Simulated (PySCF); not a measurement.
# Electron correlation in Yb (ytterbium, neutral)

[Xe] 4f13 5d1 6s2, one real determinant (an excited configuration). Calculation: PySCF 2.14, in x2c-TZVPPall (11s7p7d4f2g, 113 functions); scalar relativity by spin-free X2C-1e. Frozen: [Ar] 3d10; 42 electrons correlated.

MP2 pair energies summed by pair of shells (mhartree):

```
 pair   energy  share (%)
4f-4f  -555.39       32.5
4d-4f  -315.53       18.5
4f-5p  -227.96       13.3
5p-5p  -110.69        6.5
4d-4d   -94.64        5.5
4f-5s   -52.89        3.1
4p-4f   -46.35        2.7
4d-5p   -36.33        2.1
5p-6s   -30.94        1.8
4p-4d   -29.85        1.7
5s-5p   -29.32        1.7
5p-5d   -22.88        1.3
4d-5s   -19.94        1.2
4s-4f   -19.38        1.1
4f-6s   -17.72        1.0
6s-6s   -16.27        1.0
4f-5d   -16.26        1.0
4s-4d   -16.25        1.0
5d-6s   -11.96        0.7
4p-4p    -8.29        0.5
4p-5p    -6.32        0.4
5s-5s    -5.70        0.3
4s-4p    -3.35        0.2
4p-5s    -3.27        0.2
5s-5d    -2.61        0.2
4d-5d    -1.92        0.1
4d-6s    -1.76        0.1
5s-6s    -1.56        0.1
4s-4s    -1.23        0.1
4s-5p    -0.68        0.0
```

Total MP2 correlation energy: -1708.5 mhartree.

Same-spin part -653.36 and opposite-spin part -1055.1 mhartree; SCS-MP2 scales them by 1/3 and 6/5 to -1484.0 mhartree.

The reference is one real determinant that mixes LS terms of this configuration.

This basis was not built for core-valence correlation, so the inner-shell part is incomplete.
